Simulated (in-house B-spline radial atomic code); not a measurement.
A run on neutral indium that did not converge. Method: scalar-relativistic (X2C) B3LYP, spin-polarised, spherical fractional occupations, Fermi nucleus of rms radius 4.6156 fm; computed with an all-electron radial atomic-structure program (B-spline basis).

Command:
```bash
python run_scf.py task.json out
```
Settings (nuclear radius in fm, mass in u):
```
Z                49
configuration    [Kr] 4d10 5s2 5p0.875 5f0.125
hamiltonian      x2c
method           b3lyp
spin_polarised   True
nucleus          fermi
rms_radius       4.6156
atomic_mass      114.90388
speed_of_light   137.035999084
```

First and last ten iterations of the last attempt (damped for 15 steps, keeping 80 % of the old Fock matrix, then DIIS):
```
 iter        energy (Eh)    residual
    1       -5879.695751    4.49e-01
    2       -5879.612393    1.88e-01
    3       -5880.513690    1.11e-01
    4       -5880.863072    6.51e-02
    5       -5880.988980    4.02e-02
    6       -5881.031933    2.51e-02
    7       -5881.046087    1.59e-02
    8       -5881.050676    1.02e-02
    9       -5881.052164    6.73e-03
   10       -5881.052654    4.52e-03
  111       -5881.052950    2.86e-06
  112       -5881.052950    3.61e-06
  113       -5881.052950    3.04e-06
  114       -5881.052950    3.31e-06
  115       -5881.052950    4.22e-06
  116       -5881.052950    4.64e-06
  117       -5881.052950    3.19e-06
  118       -5881.052950    1.68e-06
  119       -5881.052950    3.00e-06
  120       -5881.052951    2.83e-06
 not converged after 120 iterations
```

The smallest residual met was 1.7e-06; the threshold is about 5e-07. Over the last five steps the energy moves by less than 1e-06 hartree, but the orbitals didn't meet the threshold. Run time, properties included: 5.2 s on 1 thread of Arm Neoverse V2 (shared host).
